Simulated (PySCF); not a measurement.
C₆ coefficients of unlike pairs at UHF

Calculated with PySCF 2.14 from the dipole response of each species, C₆(A,B) = (3/π) ∫ α_A(iu) α_B(iu) du, in atomic units, from isotropic polarisabilities. For ions this is the dispersion term alone; charge-induced terms of lower order in 1/R come first.

```
species           configuration                                        basis      relativity  α (bohr³)  C₆ (like pair)
     Sn  [Kr] 4d10 5s2 5p2 (3P)  aug-cc-pwCVTZ-PP with ECP28MDF (8s7p6d4f1g)  core potential      57.17           637.5
    F²⁺       [He] 2s2 2p3 (4S)                     def2-QZVPPD (8s5p4d2f1g)            none      1.270           1.555
    Sn⁺  [Kr] 4d10 5s2 5p1 (2P)    aug-cc-pVQZ-PP with ECP28MDF (7s7p5d3f2g)  core potential      28.91           225.1
```

(1) Estimate C₆ for F²⁺ with Sn.

No spin-orbit coupling is included.

The other pairs:

```tsv
pair	C₆
Sn⁺, F²⁺	15.91
Sn⁺, Sn	375.2
```

Answers

(1) The integral gives 24.86. The combination rule 2 C_A C_B / (C_A α_B/α_A + C_B α_A/α_B) gives 23.56 and the geometric mean 31.48.
